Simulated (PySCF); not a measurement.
## TcI: from constants to spectrum

ωB97M-V constants of TcI, ⁷Σ⁺ (septet), unpaired electrons σ ↑↑, π ↑↑, δ ↑↑ (PySCF, scalar-relativistic core potentials, basis sets Tc def2-TZVPP with ECP28, I def2-TZVPP with ECP28; masses 98.9072 and 126.9045 u):

* ωe: 198.3 cm⁻¹
* ωexe: 0.391 cm⁻¹
* Be: 0.041884 cm⁻¹
* αe: 0.000121 cm⁻¹

Question: What force constant and bond length do these constants imply?

Answer: Reduced mass μred = 55.585 u; k = 5.8918×10⁻⁷·μred·ωe² (u, cm⁻¹, mdyn/Å) = 1.29 mdyn/Å; Re = √(16.8576/(μred·Be)) (u, cm⁻¹, Å) = 2.691 Å.

Question: Estimate the centrifugal constant D from the Kratzer relation and find the Dunham coefficient a1.

Answer: D = 4Be³/ωe² = 7.47e-09 cm⁻¹; a1 = −1 − αeωe/(6Be²) = -3.28.

De is left out where the level can put another filling of the metal’s s and d shells below the measured ground configuration, by anything from nothing to about 1 eV. Spin–orbit coupling is left out, which matters for elements this heavy, above all for dissociation energies. With d or f electrons several states lie close, and the lowest PBE0 determinant need not be the measured ground state.
